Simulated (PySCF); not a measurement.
C3H5Cl2F. Atoms are numbered in the order given.

```xyz
11

C     -2.4317     0.1517     0.1413
C     -1.1151     0.9067    -0.0108
C      0.0809    -0.0086    -0.2181
F     -0.1143    -0.7904    -1.3018
Cl     1.5542     0.9481    -0.4923
Cl     0.3384    -1.0764     1.1822
H     -2.4198    -0.4898     1.0346
H     -2.6214    -0.4826    -0.7371
H     -3.2642     0.8640     0.2382
H     -0.9026     1.5340     0.8674
H     -1.1421     1.5705    -0.8897
```
Charge 0, spin multiplicity 1.

Geometry optimised at ωB97X-D3(BJ)/def2-SVP. The values are those of a single conformer.

Calculation: HF/def2-TZVP (PySCF).

ESP charges are fitted to the potential on shells at 1.4 to 2.0 van der Waals radii. Atomic charges (e):

| atom | ESP fit | Löwdin | Mulliken | meta-Löwdin |
|---|---|---|---|---|
| C1 | -0.28 | -0.29 | -0.35 | -0.28 |
| C2 | 0.11 | -0.29 | -0.17 | … |
| C3 | -0.07 | -0.86 | 0.39 | 0.41 |
| F4 | -0.08 | 0.12 | -0.23 | -0.32 |
| Cl5 | -0.05 | 0.34 | -0.11 | … |
| Cl6 | -0.03 | 0.34 | -0.12 | … |
| H7 | 0.09 | 0.12 | 0.12 | 0.10 |
| H8 | 0.10 | 0.12 | 0.12 | 0.10 |
| H9 | 0.08 | 0.12 | 0.12 | 0.10 |
| H10 | 0.06 | 0.14 | 0.11 | … |
| H11 | 0.07 | 0.14 | 0.11 | … |

Question: Some entries are withheld; supply them. (Estimate from the structure and the level; the computed values follow.)

Answer: 
- C2, meta-Löwdin: -0.16
- Cl5, meta-Löwdin: -0.09
- Cl6, meta-Löwdin: -0.09
- H10, meta-Löwdin: 0.11
- H11, meta-Löwdin: 0.11

Computed Mayer and Wiberg (Löwdin basis) orders of the bonds:
```tsv
bond	Mayer	Wiberg
C1–C2	0.97	1.27
C2–C3	1.01	1.22
C3–F4	1.00	1.69
C3–Cl5	1.08	1.61
C3–Cl6	1.06	1.60
C1–H7	0.98	0.91
C1–H8	0.98	0.91
C1–H9	0.98	0.91
C2–H10	0.97	0.85
C2–H11	0.97	0.84
```
